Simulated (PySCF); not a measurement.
GeH7NSi2. Atoms are numbered in the order given.

```xyz
11

N     -1.3814     0.1770     0.0000
Si    -0.6027     1.7399     0.0000
Si     1.4852     0.6454     0.0000
Ge    -0.0875    -1.1635     0.0000
H     -2.3824     0.0077     0.0000
H     -0.8968     2.5884     1.2015
H     -0.8968     2.5884    -1.2015
H      2.3349     0.7697    -1.2223
H      2.3349     0.7697     1.2223
H     -0.1895    -2.0629    -1.2529
H     -0.1895    -2.0629     1.2529
```

Coordinates come from a PBE0-D3(BJ)/def2-SVP optimisation. This is a generated structure with no PubChem entry under its InChIKey; it may be hypothetical.

All values below come from B3LYP/pcSseg-1 (PySCF).

GIAO shieldings, no solvent; atoms alike by connectivity are averaged. δ = σ(ref) − σ: ¹⁵N against NH3 (σ = 265.5 ppm); ²⁹Si against TMS (σ = 338.7 ppm); ⁷³Ge against GeH4 (σ = 1631.8 ppm); ¹H against TMS (σ = 31.68 ppm), references at their B3LYP-D3(BJ)/def2-TZVP geometries, non-relativistic.

```json
[
 {"nucleus": "¹⁵N", "atoms": "N1", "count": "1", "δ (ppm)": "28.6"},
 {"nucleus": "²⁹Si", "atoms": "Si2", "count": "1", "δ (ppm)": "-19.5"},
 {"nucleus": "²⁹Si", "atoms": "Si3", "count": "1", "δ (ppm)": "-68.6"},
 {"nucleus": "⁷³Ge", "atoms": "Ge4", "count": "1", "δ (ppm)": "270.1"},
 {"nucleus": "¹H", "atoms": "H10, H11", "count": "2", "δ (ppm)": "5.88"},
 {"nucleus": "¹H", "atoms": "H6, H7", "count": "2", "δ (ppm)": "5.83"},
 {"nucleus": "¹H", "atoms": "H8, H9", "count": "2", "δ (ppm)": "4.39"},
 {"nucleus": "¹H", "atoms": "H5", "count": "1", "δ (ppm)": "-0.19"}
]
```
